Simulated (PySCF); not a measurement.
An equivalent PySCF input for Tl⁺ (thallium, charge +1), [Xe] 4f14 5d10 6s2, closed-shell 1S, with scalar relativity by spin-free X2C-1e:

```python
from pyscf import gto, scf, dft, mp, cc
import basis_set_exchange as bse
mol = gto.M(atom="Tl 0 0 0", charge=1, spin=0, symmetry="D2h",
            basis=gto.basis.parse(bse.get_basis("ANO-RCC-VTZP", elements=["Tl"], fmt="nwchem")),
            nucmod="G")
mf = dft.UKS(mol, xc="R2SCAN").sfx2c1e()
mf.irrep_nelec = {'Ag': (12, 12), 'B1g': (3, 3), 'B2g': (3, 3), 'B3g': (3, 3), 'Au': (1, 1), 'B1u': (6, 6), 'B2u': (6, 6), 'B3u': (6, 6)}
mf.kernel()
```

It reaches the same state as the run whose output follows, with an energy that differs only through the grid. The run itself started from symmetry-adapted Hartree-Fock orbitals and held the occupation by maximum overlap, on a logarithmic radial grid, so the iterations belong to that start.

```
SCF conv_tol = 1e-09
number electrons alpha = 40  beta = 40
XC functionals = R2SCAN
    J. W. Furness, A. D. Kaplan, J. Ning, J. P. Perdew, and J. Sun.,  J. Phys. Chem. Lett. 11, 8208-8215 (2020)
    J. W. Furness, A. D. Kaplan, J. Ning, J. P. Perdew, and J. Sun.,  J. Phys. Chem. Lett. 11, 9248-9248 (2020)
    J. W. Furness, A. D. Kaplan, J. Ning, J. P. Perdew, and J. Sun.,  J. Phys. Chem. Lett. 11, 8208-8215 (2020)
    J. W. Furness, A. D. Kaplan, J. Ning, J. P. Perdew, and J. Sun.,  J. Phys. Chem. Lett. 11, 9248-9248 (2020)
cycle= 1 E= -20248.6094245595  delta_E= -0.0173  |g|= 0.166  |ddm|= 0.149
cycle= 2 E= -20248.6090824808  delta_E= 0.000342  |g|= 0.153  |ddm|= 0.0543
cycle= 3 E= -20248.6116160737  delta_E= -0.00253  |g|= 0.0185  |ddm|= 0.038
cycle= 4 E= -20248.6116862051  delta_E= -7.01e-05  |g|= 0.00036  |ddm|= 0.00721
cycle= 5 E= -20248.6116862509  delta_E= -4.58e-08  |g|= 4.17e-05  |ddm|= 0.000246
cycle= 6 E= -20248.6116862515  delta_E= -5.2e-10  |g|= 4.13e-07  |ddm|= 2.36e-05
converged SCF energy = -20248.6116862515  <S^2> = -1.4210855e-14  2S+1 = 1
```

Spin-orbit coupling, which splits the p, d and f shells strongly at this Z, is absent.
